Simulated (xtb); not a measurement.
HAl, charge +1, doublet, at a GFN2-xTB geometry (such geometries of metal compounds can be far from the true shape) (a state made from the parent by changing its charge; the spin is typed, not shown lowest); GFN2-xTB in xtb.

xtb was given this input:
```
$ xtb mol.xyz --gfn 2 --chrg 1 --uhf 1 --json

# file mol.xyz
2

Al    -0.00000000    -0.00000000    -0.11188066
H      0.00000000     0.00000000     1.45444859
```

What the program printed (banner, timings and long lists left out):

```
   ID    Z sym.   atoms
    1   13 Al     1
    2    1 H      2

           -------------------------------------------------
          |                Calculation Setup                |
           -------------------------------------------------

           -------------------------------------------------
          |                 G F N 2 - x T B                 |
           -------------------------------------------------

          ...................................................
          :                      SETUP                      :
          :.................................................:
          :  # basis functions                  11          :
          :  # atomic orbitals                  10          :
          :  # shells                            4          :
          :  # electrons                         3          :
          :  max. iterations                   250          :
          :  Hamiltonian                  GFN2-xTB          :
          :  restarted?                      false          :
          :  GBSA solvation                  false          :
          :  PC potential                    false          :
          :  electronic temp.          300.0000000     K    :
          :  accuracy                    1.0000000          :
          :  -> integral cutoff          0.2500000E+02      :
          :  -> integral neglect         0.1000000E-07      :
          :  -> SCF convergence          0.1000000E-05 Eh   :
          :  -> wf. convergence          0.1000000E-03 e    :
          :  Broyden damping             0.4000000          :
          :  net charge                          1          :
          :  unpaired electrons                  1          :
          ...................................................

 iter      E             dE          RMSdq      gap      omega  full diag
   1     -0.9824568 -0.982457E+00  0.261E+01    2.79       0.0  T
   2     -1.0024949 -0.200381E-01  0.196E+01    2.59       1.0  T
   3     -1.0018419  0.652960E-03  0.865E+00    2.38       1.0  T
   4     -1.0041622 -0.232029E-02  0.135E+00    2.32       1.0  T
   5     -1.0043848 -0.222595E-03  0.260E+00    2.50       1.0  T
   6     -1.0046493 -0.264506E-03  0.803E-02    2.50       1.0  T
   7     -1.0046494 -0.749703E-07  0.576E-02    2.49       1.2  T
   8     -1.0046495 -0.118918E-06  0.482E-03    2.49      14.7  T
   9     -1.0046495 -0.203450E-08  0.111E-03    2.49      63.8  T
  10     -1.0046495 -0.131191E-09  0.959E-05    2.49     737.0  T
  11     -1.0046495 -0.560885E-12  0.255E-06    2.49   27727.4  T

   *** convergence criteria satisfied after 11 iterations ***

         :::::::::::::::::::::::::::::::::::::::::::::::::::::
         ::                     SUMMARY                     ::
         :::::::::::::::::::::::::::::::::::::::::::::::::::::
         :: total energy              -0.999110752180 Eh    ::
         :: gradient norm              0.000000079042 Eh/a0 ::
         :: HOMO-LUMO gap              2.494949150511 eV    ::
         ::.................................................::
         :: SCC energy                -1.004649520033 Eh    ::
         :: -> isotropic ES            0.171811623517 Eh    ::
         :: -> anisotropic ES         -0.003637479489 Eh    ::
         :: -> anisotropic XC         -0.003295038176 Eh    ::
         :: -> dispersion             -0.000192124026 Eh    ::
         :: repulsion energy           0.005538767853 Eh    ::
         :: add. restraining           0.000000000000 Eh    ::
         :: total charge               1.000000000000 e     ::
         :::::::::::::::::::::::::::::::::::::::::::::::::::::

           -------------------------------------------------
          |                Property Printout                |
           -------------------------------------------------

    * Orbital Energies and Occupations

         #    Occupation            Energy/Eh            Energy/eV
      -------------------------------------------------------------
         1        2.0000           -0.7602579             -20.6877
         2        1.0000           -0.6582396             -17.9116 (HOMO)
         3                         -0.5665519             -15.4167 (LUMO)
         4                         -0.5665519             -15.4167
         5                         -0.5478388             -14.9075
         6                         -0.4914572             -13.3732
         7                         -0.4914572             -13.3732
         8                         -0.4752839             -12.9331
         9                         -0.4752839             -12.9331
        10                          0.4307639              11.7217
      -------------------------------------------------------------
                  HL-Gap            0.0916877 Eh            2.4949 eV
             Fermi-level           -0.6608222 Eh          -17.9819 eV

     #   Z          covCN         q      C6AA      α(0)
     1  13 Al       0.877     0.902   317.405    46.445
     2   1 H        0.877     0.098     1.813     2.108

 Mol. C6AA /au·bohr⁶  :        361.890743
 Mol. C8AA /au·bohr⁸  :      31894.798972
 Mol. α(0) /au        :         48.553295

Wiberg/Mayer (AO) data.
largest (>0.10) Wiberg bond orders for each atom

 ---------------------------------------------------------------------------
     #   Z sym  total        # sym  WBO       # sym  WBO       # sym  WBO
 ---------------------------------------------------------------------------
     1  13 Al   0.931 --     2 H    0.931
     2   1 H    0.931 --     1 Al   0.931
 ---------------------------------------------------------------------------

Topologies differ in total number of bonds
Writing topology from bond orders to xtbtopo.mol

molecular dipole:
                 x           y           z       tot (Debye)
 q only:        0.000       0.000       0.078
   full:       -0.000       0.000      -0.011       0.027
molecular quadrupole (traceless):
                xx          xy          yy          xz          yz          zz
 q only:       -0.390       0.000      -0.390       0.000       0.000       0.779
  q+dip:       -0.830       0.000      -0.830       0.000      -0.000       1.660
   full:        1.305      -0.000       1.305      -0.000      -0.000      -2.611

           -------------------------------------------------
          | TOTAL ENERGY               -0.999110752180 Eh   |
          | GRADIENT NORM               0.000000079042 Eh/α |
          | HOMO-LUMO GAP               2.494949150511 eV   |
           -------------------------------------------------

normal termination of xtb
```
